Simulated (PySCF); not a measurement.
## Polarisability and C₆ of Sb³⁺ (antimony, charge +3)

[Kr] 4d10 5s2, closed-shell 1S. Computed with PySCF 2.14 in aug-cc-pVQZ-DK3 (9s8p6d3f2g, 102 functions), with the spin-free X2C one-electron Hamiltonian (Gaussian nucleus). Coupled (time-dependent) response in atomic units; α is the mean over directions.

```
method  mean α (bohr³)  C₆ (like pair)  S(−4)
 HSE06           10.74           49.11  45.99
```

S(−4) is the Cauchy moment in α(ω) = α(0) + S(−4) ω² + …

α(iu) at HSE06:

```csv
u (hartree),α(iu) (bohr³)
0,10.74
0.0500,10.63
0.100,10.31
0.200,9.212
0.300,7.888
0.500,5.608
0.750,3.858
1.00,2.873
1.50,1.863
2.00,1.347
3.00,0.8119
5.00,0.3820
```

A single London oscillator, α(iu) = α/(1 + u²/ω²), gives C₆ = (3/4) ω α². Matching the computed C₆ needs ω = 4 × 49.11 / (3 × 10.74²) = 0.568 hartree.

For an ion, C₆ is the dispersion term alone; charge-induced terms of lower order in 1/R come first.
